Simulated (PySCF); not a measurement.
Species: norbornane, C₇H₁₂.
InChI=1S/C7H12/c1-2-7-4-3-6(1)5-7/h6-7H,1-5H2/t6-,7+

Method: PBE0/pcSseg-1 in PySCF (dipole) on a GFN2-xTB geometry, gas phase.

Take the most abundant isotopes and a rigid rotor. 

(1) What are A, B and C (GHz)?

(2) What kind of rotor is it?

(3) What does the inertial defect say?

(4) Give the other two planar moments, Paa and Pbb, and the rms extents of the mass along the axes.

(5) Give the coordinates in the principal-axis frame, origin at the centre of mass.

Results:

(1) Ia = 134.20, Ib = 155.13, Ic = 178.69 u·Å²; 505379 MHz·u·Å²/I gives 3766, 3258 and 2828 MHz, that is A = 3.7659, B = 3.2579, C = 2.8282 GHz.

(2) An asymmetric top: κ = (2 × 3258 − 3766 − 2828)/(3766 − 2828) = -0.08.

(3) Not planar: Δ = Ic − Ia − Ib = -110.63 u·Å². For a rigid frame Δ = −2 Σ m c², so Σ m c² = 55.31 u·Å² lies off the ab plane: 18.20 from hydrogen and 37.11 from heavier atoms. The atom farthest from that plane is 2.00 Å away.

(4) Paa = Σ m a² = (Ib + Ic − Ia)/2 = 99.81 and Pbb = Σ m b² = (Ia + Ic − Ib)/2 = 78.88 u·Å². With the mass M = 96.09 u, the rms extents √(P/M) along a, b and c are 1.02, 0.91, 0.76 Å.

(5) The sense of each axis is arbitrary; atoms in the order of the calculation.
| atom | mass (u) | a (Å) | b (Å) | c (Å) |
| --- | --- | --- | --- | --- |
| C1 | 12.000 | 1.242 | 0.771 | -0.496 |
| C2 | 12.000 | 1.242 | -0.771 | -0.496 |
| C3 | 12.000 | 0.001 | -1.118 | 0.333 |
| C4 | 12.000 | -1.242 | -0.772 | -0.495 |
| C5 | 12.000 | -1.243 | 0.770 | -0.496 |
| C6 | 12.000 | -0.001 | 1.118 | 0.332 |
| C7 | 12.000 | 0.000 | 0.001 | 1.374 |
| H8 | 1.008 | 2.141 | 1.165 | -0.022 |
| H9 | 1.008 | 1.185 | 1.186 | -1.502 |
| H10 | 1.008 | 1.185 | -1.186 | -1.501 |
| H11 | 1.008 | 2.143 | -1.164 | -0.022 |
| H12 | 1.008 | 0.001 | -2.137 | 0.718 |
| H13 | 1.008 | -2.141 | -1.166 | -0.022 |
| H14 | 1.008 | -1.184 | -1.187 | -1.501 |
| H15 | 1.008 | -2.143 | 1.163 | -0.022 |
| H16 | 1.008 | -1.186 | 1.185 | -1.502 |
| H17 | 1.008 | -0.001 | 2.138 | 0.715 |
| H18 | 1.008 | 0.890 | 0.003 | 2.002 |
| H19 | 1.008 | -0.889 | 0.000 | 2.002 |

The dipole components are |μa| = 0.00 D, |μb| = 0.00 D, |μc| = 0.07 D.

Q: Estimate the classical rotational partition function at 50 K, 100 K and 298.15 K.

A: Point group C2v, symmetry number σ = 2; q = (√π/σ)·√((kT/h)³/(ABC)), k/h = 20836.6 MHz/K: 5060 at 50 K, 14300 at 100 K, 73700 at 298.15 K.

No GFN2-xTB frequencies stand behind this structure, so it isn't proved a minimum. Zero-point vibration and centrifugal distortion are left out.
